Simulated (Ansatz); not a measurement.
`CC1=C(F)[SiH]1F`, charge 0, multiplicity 1.

Task: Give a relaxed structure at PBE0-D4/def2-TZVP (the Gaussian-basis code of Ansatz). (Best estimate.)

Result: The calculation gave: 
Cartesian coordinates in Å:
```
C 0.708 -0.989 -1.030
C 0.016 -0.119 -0.053
C -0.632 -0.239 1.114
F -0.917 -1.276 1.886
Si -0.572 1.458 0.610
F 0.408 2.531 1.267
H 0.645 -2.043 -0.753
H 1.763 -0.712 -1.099
H 0.281 -0.862 -2.028
H -1.700 2.252 0.086
```
This is one stationary point; other conformers may exist.
